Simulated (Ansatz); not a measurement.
Total energies of `FC(F)(F)c1ccc(-c2ccc(-c3ccc(C(F)(F)F)nc3)nc2)nc1` from Ansatz at PBE-D4/def2-TZVP, gas phase (1 Eh = 27.2114 eV = 2625.5 kJ/mol). The reference geometry is relaxed at PBE-D4/def2-SVP.

```csv
state,geometry,energy (Eh)
charge 0 singlet,reference,-1415.62878
charge 1 doublet,reference,-1415.32943
charge -1 doublet,reference,-1415.69112
free F atom (doublet),–,-99.66912
free C atom (triplet),–,-37.79597
free N atom (quartet),–,-54.53214
free H atom (doublet),–,-0.49962
```

Single mean-field runs in def2-TZVP are fitted with def2-universal-jkfit.

Question: Work out the vertical ionisation energy to the doublet.

Answer: E(charge 1 doublet) − E(charge 0 singlet) = -1415.32943 − (-1415.62878) = 0.29935 Eh = 8.15 eV. For comparison, −ε of the highest occupied level is 6.11 eV at this level, 2.04 eV less.

Question: Work out the vertical electron affinity, to the doublet.

Answer: E(charge 0 singlet) − E(charge -1 doublet) = -1415.62878 − (-1415.69112) = 0.06234 Eh = 1.70 eV. The basis lacks diffuse functions, which makes affinities too small.

Question: Give the fundamental gap IE − EA, the Mulliken electronegativity (IE + EA)/2 and the hardness (IE − EA)/2.

Answer: From the values in Eh: IE − EA = 0.29935 − 0.06234 = 0.23701 Eh = 6.45 eV; (IE + EA)/2 = 4.92 eV; (IE − EA)/2 = 3.22 eV. The HOMO–LUMO gap of the same run is 2.66 eV, 3.79 eV smaller than the fundamental gap.

Question: What is the binding energy per atom against free atoms?

Answer: Atoms: 6 × (-99.66912) + 17 × (-37.79597) + 3 × (-54.53214) + 9 × (-0.49962) = -1408.63921 Eh. Binding: -1408.63921 − (-1415.62878) = 6.98957 Eh = 190.20 eV, or 5.43 eV for each of 35 atoms (no zero-point energy, no counterpoise term).

At PBE-D4/def2-TZVP the gap within one spin of the charge 1 doublet nearly closes, so an electron or hole may be smeared out by delocalisation error. At PBE-D4/def2-TZVP the highest occupied level of the charge -1 doublet lies above zero (up to 0.13 eV). By energy differences its removal costs 1.70 eV (vertical, to the charge 0 singlet, at PBE-D4/def2-TZVP); self-interaction error and the lack of diffuse functions both raise the level.
